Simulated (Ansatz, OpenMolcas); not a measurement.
## GeTe (SMILES [Ge][Te]): from total energies to a heat of formation

GeTe has 2 atoms, charge 0, and is taken as a singlet. As SMILES, `[Ge][Te]`. The bond length is the measured one.

| atom | x (Å) | y (Å) | z (Å) |
| --- | --- | --- | --- |
| Ge | 0.0000 | 0.0000 | 0.0000 |
| Te | 0.0000 | 0.0000 | 2.3402 |

Total energies at B3LYP/def2-TZVP (core potential) (OpenMolcas 26.06); the atoms run unrestricted:

| species | state | energy (Eh) |
| --- | --- | --- |
| GeTe | singlet | -2345.200356 |
| Ge | triplet | -2076.965144 |
| Te | triplet | -268.073880 |

Harmonic wavenumbers at wB97M-V/def2-TZVPD, in cm⁻¹: 354.

Measured heats of formation of the gaseous atoms at 298.15 K, in kJ/mol: Ge 372.0, Te 196.7. Spin-orbit lowering of the atoms at 298 K (mean of the ground term's levels less their thermal mean, from spectra), in kJ/mol: Ge 10.39, Te 25.20. Take 1 Eh = 2625.50 kJ/mol, 1 cm⁻¹ = 0.0119627 kJ/mol, RT = 2.479 kJ/mol.

Work out the heat of formation of the gas at 298 K.


1. Electronic atomisation energy: (-2076.965144) + (-268.073880) − (-2345.200356) = 0.161332 Eh = 423.6 kJ/mol.
2. Zero-point energy: half the sum of the wavenumbers, 177 cm⁻¹ = 2.1 kJ/mol.
3. Thermal vibrational enthalpy, Σ hcν̃/(exp(hcν̃/kT) − 1): 0.9 kJ/mol. Translation, rotation and pV of a linear molecule: 3.5 RT = 8.7 kJ/mol.
4. The 2 free atoms carry 5/2 RT each: 12.4 kJ/mol.
5. Spin-orbit coupling lowers the free atoms by 10.39 + 25.20 = 35.6 kJ/mol.
6. Atomisation enthalpy at 298 K: 423.6 − 35.6 − 2.1 − 0.9 − 8.7 + 12.4 = 388.7 kJ/mol.
7. Sum of the atoms' heats of formation: 568.7 kJ/mol. Heat of formation: 568.7 − 388.7 = +180.0 kJ/mol.

No measured value is set beside it here. Anharmonicity and any spin-orbit splitting of the molecule are left out.
